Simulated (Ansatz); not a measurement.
Molecule: GeO3 (charge 0, singlet). 
Structure (B3LYP-D3(BJ)/def2-TZVP (Ansatz, a quantum-chemistry and plane-wave program) minimum search):
```
Ge
O 1 1.6264
O 1 1.7606 2 152.52
O 3 1.6249 1 62.52 2 -180.00
```

Computed values are from Ansatz. Cores are frozen in the correlated levels unless marked. Open shells are spin-unrestricted. Spin-orbit coupling is left out. The frozen core is the preceding noble-gas configuration, with the filled d and f shells of earlier blocks. Non-relativistic. Basis-set limits of correlation are two-point, X^-3; Hartree-Fock from the larger set.

```
Quantity                                                       Value
---------------------  ---------------------------------------------
atomisation energy De  1167.3 kJ/mol at CCSD(T)/CBS(cc-pVTZ,cc-pVQZ)
total energy           -2300.8907 Eh at CCSD(T)/CBS(cc-pVTZ,cc-pVQZ)
dipole moment                          0.04 D at CCSD(T)/aug-cc-pVDZ
T1 diagnostic                                  0.024 at CCSD/cc-pVQZ
```

The Hartree-Fock reference is unstable (checked in the largest basis), which strains HF and MP2.
